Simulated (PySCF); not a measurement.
## C4H4FO2: g tensor and hyperfine couplings

Species: C₄H₄FO₂ (doublet state).
Geometry (GFN2-xTB, Å), atoms numbered from 1 in this order:
```xyz
11
C4H4FO2 angstrom
C      1.4360    0.8292   -0.0271
C      0.9191   -0.4685   -0.1547
O      0.2044   -0.8393   -1.3140
C     -0.6271   -0.7438   -0.2458
F     -1.0174   -1.9406    0.2709
C     -1.6078    0.3305   -0.0508
O     -1.4277    1.4775   -0.3770
H      2.1523    1.0458    0.7408
H      1.0650    1.6204   -0.6507
H      1.4216   -1.2936    0.3457
H     -2.5130   -0.0148    0.4767
```

The hyperfine couplings belong to this conformer and change with its torsions.

Identity: `[CH2][C@@H]1O[C@]1(F)C=O` [radical].

Method used: UKS B3LYP, pcH-1 on C F H O, non-relativistic, mean-field spin-orbit, GIAO in PySCF 2.14.0. The structure is a single GFN2-xTB conformer in the gas phase; no vibrational or solvent corrections. A GFN2-xTB geometry isn't a minimum of the functional, and hyperfine couplings can be far from their values at a DFT geometry. Stability of the SCF solution: not tested.

```
g1, g2, g3        : 2.00236, 2.00303, 2.00368
g_iso             : 2.00302
Form of g         : rhombic: the two nearest values differ by 49 % of g3 − g1
⟨S²⟩              : 0.7605 (exact 0.7500)
α and β electrons : 27, 26
Total energy      : -405.02058 Eh
```

Hyperfine couplings atom by atom, in MHz; T1 to T3 are the principal values of the dipolar part; ρ(0) is the spin density at the nucleus:

```csv
atom,isotope,a_iso,T1,T2,T3,Mulliken spin population,ρ(0) (bohr⁻³)
C1,13C,70.6,-68.8,-67.6,136.4,0.90,0.0628
C2,13C,-48.3,-14.0,3.9,10.1,-0.14,-0.0430
O3,17O,-2.4,-24.1,9.6,14.4,0.04,0.0039
C4,13C,71.7,-20.3,-19.9,40.2,0.19,0.0638
F5,19F,54.8,-60.3,-53.7,114.0,0.02,0.0130
C6,13C,-2.9,-3.6,-2.4,6.0,0.01,-0.0026
O7,17O,-6.4,-21.5,8.6,12.9,0.05,0.0106
H8,1H,-54.9,-33.1,-0.5,33.6,-0.04,-0.0123
H9,1H,-53.8,-31.8,-0.9,32.7,-0.04,-0.0120
H10,1H,18.3,-4.4,-1.8,6.1,0.01,0.0041
H11,1H,3.4,-3.1,-1.9,5.0,0.00,0.0008
```

The largest Mulliken spin populations are on C1 (+0.90), C4 (+0.19) and C2 (-0.14). The angles at C1 add up to 359.9°, so it is planar; its axial dipolar tensor and the negative couplings of its protons fit spin in a p orbital normal to that plane.

Axes: g2 points within 13° of the C2–C4 bond.

Under fast tumbling the dipolar parts average out, and these isotropic splittings remain: 1 × 1H (H8, I = 1/2, 2 lines) with 1.96 mT, 1 × 19F (F5, I = 1/2, 2 lines) with 1.96 mT, 1 × 1H (H9, I = 1/2, 2 lines) with 1.92 mT, 1 × 1H (H10, I = 1/2, 2 lines) with 0.65 mT and 1 × 1H (H11, I = 1/2, 2 lines) with 0.12 mT.

H8 and H9 aren't averaged: C1 is flat or nearly so (angle sum 360°), and its turn about the short C1–C2 bond (1.40 Å) is taken as slow.

The 17O coupling of O7 (-6.4 MHz) shows only in satellite lines or after enrichment, since that isotope makes up about 0.038 % of natural oxygen.

The 13C coupling of C4 (71.7 MHz) shows only in satellite lines or after enrichment, since that isotope makes up about 1.07 % of natural carbon.

Examples of negative spin density at the nucleus (bohr⁻³): C2 (-0.0430), H8 (-0.0123) and H9 (-0.0120).
